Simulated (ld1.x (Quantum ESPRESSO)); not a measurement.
What the settings do to the PAW potential of magnesium

Base potential:

magnesium, PAW, made with ld1.x (Quantum ESPRESSO) 7.5 (PBEsol, scalar-relativistic). Core [He], reference 2s2 2p6 3s2 3p0. Waves: 2s (bound): rcut 1.10, rcutus 1.15 bohr; 3s (bound): rcut 1.10, rcutus 1.15 bohr; 2p (bound): rcut 1.05, rcutus 1.10 bohr; 3p (bound, empty): rcut 1.05, rcutus 1.10 bohr; 3d channel at -0.1 Ry: rcut 0.75, rcutus 1.00 bohr; 3d channel at 0.55 Ry: rcut 0.75, rcutus 1.00 bohr. Local part: all-electron potential smoothed inside 0.80 bohr (lloc = -1). Core correction: Bessel-smoothed model core, default radius (core density twice the valence density). Augmentation charge: PSQ, inside the norm-conserving radii.

Cutoffs, loose and tight: the cutoffs (Ry, on a coarse ladder) from which the occupation-weighted sum of valence levels, in a spherical-Bessel basis at the reference potential, stays within 10 and 1 mRy of its value at 400 Ry. They do not see the model core or the augmentation charge, which bear on the density cutoff. Test errors are all-electron minus pseudo excitation energies from the reference, over the configurations 2s2 2p6 3s1 3p0; 2s2 2p6 3s0 3p0; 2s2 2p6 3s1.5 3p0; 2s2 2p6 3s0 3p2; 2s2 2p6 3s0 3p1; 2s2 2p5 3s2 3p0; 2s2 2p6 3s1 3p1. A dash means not determined; rows that change the core or the reference have their own tests.

Cutoffs are not given where the Bessel-basis levels miss the radial ones by over 6 mRy, ghosts where they miss by over 20 mRy; a channel whose overlap is not positive is not tested.

A file whose overlap is not positive is unfit for use, and its test errors describe a broken file.

| change | outcome | cutoff, loose | cutoff, tight | bound ghosts | largest test error (meV) |
| --- | --- | --- | --- | --- | --- |
| base | generated | 70 Ry | 120 Ry | none | -16 |
| local potential all-electron potential smoothed inside 0.48 bohr (lloc = -1) | generated, overlap not positive | – | – | not determined (overlap not positive) | +16 |
| local potential all-electron potential smoothed inside 0.68 bohr (lloc = -1) | generated, overlap not positive | – | – | not determined (overlap not positive) | -18 |

What comes out with this change to the base: local potential all-electron potential smoothed inside 1.12 bohr (lloc = -1)?

outcome: generated; cutoff, loose: 70 Ry; cutoff, tight: 120 Ry; bound ghosts: none; largest test error (meV): +5.2.

What comes out with this change to the base: local potential all-electron potential smoothed inside 1.28 bohr (lloc = -1)?

outcome: generated; cutoff, loose: 70 Ry; cutoff, tight: 120 Ry; bound ghosts: none; largest test error (meV): -11.

What comes out with this change to the base: local potential all-electron potential smoothed inside 0.92 bohr (lloc = -1)?

outcome: generated, overlap not positive; bound ghosts: not determined (overlap not positive); largest test error (meV): -13. A file whose overlap is not positive is unfit for use, and its test errors describe a broken file.
